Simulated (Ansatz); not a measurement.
Basis-set series for C₂H₅AlGe (`C#[C][AlH][GeH3]`). Total charge 0; spin multiplicity 1. All single points use the PBE0-D4/def2-TZVP geometry.

| functional | basis | functions | energy (Eh) | HOMO (eV) | LUMO (eV) |
| --- | --- | --- | --- | --- | --- |
| PBE0-D4 | def2-SVP | 103 | -2397.71024 | -7.51 | -2.11 |
| PBE0-D4 | def2-TZVPP | 222 | -2398.14462 | -7.55 | -2.14 |
| ωB97M-V | def2-SVP | 103 | -2398.00597 | -9.50 | -0.38 |
| ωB97M-V | def2-TZVPP | 222 | -2398.44410 | -9.56 | -0.45 |

Q: Give the rows for def2-QZVPP. (Estimate.)

A: The calculation gave: 
| functional | basis | functions | energy (Eh) | HOMO (eV) | LUMO (eV) |
| --- | --- | --- | --- | --- | --- |
| PBE0-D4 | def2-QZVPP | 423 | -2398.20125 | -7.55 | -2.15 |
| ωB97M-V | def2-QZVPP | 423 | -2398.49904 | -9.57 | -0.51 |

Scalar relativity is left out up to krypton.

All numbers were calculated with Ansatz.
